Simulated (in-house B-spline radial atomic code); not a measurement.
Atomic self-consistent-field run: Xe VII (Xe6+). Method: Dirac-Kohn-Sham LDA VWN5, spherical fractional occupations, Fermi nucleus of rms radius 4.7859 fm. Calculated with a radial B-spline atomic code at the basis-set limit.

Command:
```bash
python run_scf.py task.json out
```
Settings (nuclear radius in fm, mass in u):
```
Z                54
configuration    [Kr] 4d10 5s2
hamiltonian      dirac
method           lda,vwn
spin_polarised   False
nucleus          fermi
rms_radius       4.7859
atomic_mass      131.90416
speed_of_light   137.035999084
```

Output (hartree, bohr):
```
 radial grid: 68 intervals, B-splines of order 8, outer radius 21.6418 bohr

 iter        energy (Eh)    residual
    1       -7410.950705    1.08e+00
    2       -7425.617641    7.27e-01
    3       -7435.150420    1.73e-01
    4       -7435.649889    3.70e-02
    5       -7435.666846    2.01e-02
    6       -7435.673364    4.60e-03
    7       -7435.673697    1.67e-04
    8       -7435.673697    2.12e-06
    9       -7435.673697    1.05e-07

 total energy                     -7435.67370
 kinetic                            7897.5639
 electron-nucleus                 -17949.9751
 Hartree                            2795.5134
 exchange-correlation               -178.7759

 first-order corrections (not in the total)
   Gaunt                             6.4320
   retardation                      -0.6655
   frequency dependence             -0.0632
   self-energy                       4.3842
   Uehling                          -0.6079
   Wichmann-Kroll                    0.0144
   recoil                            0.0207

 orbital      occ     eigenvalue          <r>       <r^2>       <1/r>       r_max    small
 1s1/2      2.000     -1263.6405    0.0266791 0.000965329     58.0551     0.01717  3.96e-02
 2s1/2      2.000      -199.0407     0.114264    0.015456     13.5767      0.0972  8.49e-03
 2p1/2      2.000      -187.2799    0.0962386   0.0113994     13.5675     0.07439  8.53e-03
 2p3/2      4.000      -175.3642     0.102025   0.0126809     12.4695     0.07928  8.08e-03
 3s1/2      2.000       -42.9472     0.306494    0.107492     4.85212      0.2795  2.53e-03
 3p1/2      2.000       -38.0465     0.296419    0.102128     4.76729      0.2657  2.48e-03
 3p3/2      4.000       -35.7834     0.308119    0.110122     4.49528      0.2766  2.35e-03
 3d3/2      4.000       -27.1221     0.278797   0.0920111     4.35479      0.2239  2.24e-03
 3d5/2      6.000       -26.6432     0.282482   0.0943136     4.28512       0.227  2.20e-03
 4s1/2      2.000       -10.0211     0.715145    0.577788     1.97565      0.6606  7.46e-04
 4p1/2      2.000        -8.2802     0.742986    0.628672     1.86926      0.6757  6.84e-04
 4p3/2      4.000        -7.8211     0.770611    0.675947      1.7803      0.7001  6.45e-04
 4d3/2      4.000        -4.9893     0.857307    0.853928     1.54752      0.7405  5.08e-04
 4d5/2      6.000        -4.9139     0.867346    0.873772     1.52587      0.7489  4.98e-04
 5s1/2      2.000        -3.1882       1.6323     2.96845    0.814423       1.522  1.85e-04
```

Run time, properties included: 1.6 s on 1 thread of Arm Neoverse V2, on a shared host.

For the Dirac Hamiltonian the kinetic term is c α·p + (β - 1)c².
